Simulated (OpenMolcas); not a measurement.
Zn I: CASPT2 settings compared

```yaml
Program: OpenMolcas
Basis: ANO-RCC-VQZP [7s6p4d3f2g1h]
Scalar_Hamiltonian: DKH4, point nucleus
Active_space: 2 electrons in 4 orbitals (4s 4p)
State_averaging: 2S+1 = 1 even, 1 root; 2S+1 = 3 odd, 3 roots
Spin-orbit_coupling: state interaction with AMFI integrals over the reference wave functions, term energies averaged over their components
```

Methods on the same reference wave functions:
A. CASSCF
B. SS-CASPT2, IPEA 0.75 Eh, imaginary shift 0.2 Eh (closed shells correlated: none)
C. SS-CASPT2, IPEA 0.6 Eh, sigma2 regulariser 0.25 Eh (closed shells correlated: 3d)
D. SS-CASPT2, IPEA 0.5 Eh, imaginary shift 0.05 Eh (closed shells correlated: 3d)

Energies in cm-1 above 4s2 1S0, the measured ground level; measured values from NIST Handbook of Basic Atomic Spectroscopic Data.

| Level | A | B | C | D | Measured |
| --- | --- | --- | --- | --- | --- |
| 4s2 1S0 | 0.0 | 0.0 | 0.0 | 0.0 | 0.0 |
| 4s 4p 3P* 0 | 29122 | 28925 | 32204 | 32148 | 32311 |
| 4s 4p 3P* 1 | 29279 | 29082 | 32362 | 32306 | 32501 |
| 4s 4p 3P* 2 | 29595 | 29398 | 32677 | 32621 | 32890 |

Deviations, from unrounded energies. A percentage is the sum of absolute deviations over the sum of measured energies, with the sign that they share, or ± where signs differ.

```
           Against measurement  Levels     A      B     C     D
mean absolute deviation (cm-1)       3  3200   3400   150   210
      other configurations (%)       3  -9.9  -10.5  -0.5  -0.6
```

C lies closest to measurement on these levels and B furthest from it. The largest miss of C in the table is 4s 4p 3P* 2, by -210 cm-1. The ranking rests on the paired levels alone, and a cruder setting can come out closer through cancelling errors.

Among B to D the level of the table that moves most is 4s 4p 3P* 0, by 3300 cm-1 (lowest in B, highest in C).

The lowest spin-free term lies below A's lowest term by 0.002 hartree in B, 0.531 hartree in C, 0.531 hartree in D.

Without dynamic correlation excited terms often stand tens of per cent too high (terms of higher spin than the ground term too low), and those without a measured partner can miss by more than the paired ones (holds for A). Measured partners are found by configuration, term and J. A level has none where our copy of the source lacks it or the pairing is in doubt (some pairs that miss far off the trend of their configuration count as doubtful), and it then counts in no deviation. Levels of configurations outside the active space are missing.

* marks odd parity.
